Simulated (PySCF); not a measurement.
Input of a response calculation (the driver script's job line, then coordinates in Å):

```
{"job": {"kind": "uv", "xc": "CAM-B3LYP", "basis": "def2-SVPD", "nstates": 8, "ntriplets": 3}, "charge": 0, "multiplicity": 1}
O      0.025157    -0.012988     1.625922
V      0.003158    -0.000363     0.107377
Cl    -0.955151    -1.619444    -0.582977
Cl     1.873936    -0.003937    -0.611280
Cl    -0.938477     1.639584    -0.556227
```

Output (SCF cycles cut):

```
converged SCF energy = -2399.4483964720

Static polarisability (au): isotropic 74.875, principal 64.875 79.861 79.891

Singlet excitations
state   eV       nm        f      main configurations
  1   4.0699    304.6   0.00000   H-1->L 0.49, H-2->L+1 0.48
  2   4.1833    296.4   0.00053   H-2->L+1 0.41, H-1->L 0.41, H->L+1 0.11
  3   4.1834    296.4   0.00053   H-2->L 0.41, H-1->L+1 0.41, H->L 0.11
  4   4.3380    285.8   0.00216   H-1->L+1 0.49, H-2->L 0.49
  5   4.5473    272.7   0.03580   H->L 0.81
  6   4.5479    272.6   0.03576   H->L+1 0.81
  7   5.0399    246.0   0.00674   H-3->L 0.86
  8   5.0403    246.0   0.00674   H-3->L+1 0.86

Triplet excitations (Tamm-Dancoff, eV): 3.8897 3.8907 3.9311
```

Computed, not measured: TDDFT CAM-B3LYP/def2-SVPD, vertical, gas phase, core orbitals frozen in the response (PySCF 2.14.0, density-fitted response routines). Isolated species at its GFN2-xTB geometry, gas phase.

(1) Give the energy of state 1 in hartree, cm⁻¹ and kJ/mol.

(2) What is the polarisability anisotropy, √(½[(α1 − α2)² + (α2 − α3)² + (α3 − α1)²])?

(3) How much of the mean polarisability do the listed states account for?

(4) What transition dipole goes with state 5?

(5) What is the gap between the lowest singlet and the lowest triplet?

(6) Which species is it?

Results:

(1) 0.14957 hartree, 32826 cm⁻¹, 392.7 kJ/mol.

(2) 15.00 au.

(3) The sum over states Σ f/ΔE² (ΔE in hartree) gives 3.08 au, 4% of the total; the rest comes from higher roots of the same response equations.

(4) |μ|² = 3f / (2ΔE) = 3 × 0.0358 / (2 × 0.1671) = 0.321 au, so |μ| = 1.44 D.

(5) 4.0699 − 3.8897 = 0.1802 eV (full response against Tamm–Dancoff).

(6) `[O]=[V]([Cl])([Cl])[Cl]` (VOCl3) (Cl3OV), point group C3v.

H and L stand for HOMO and LUMO.
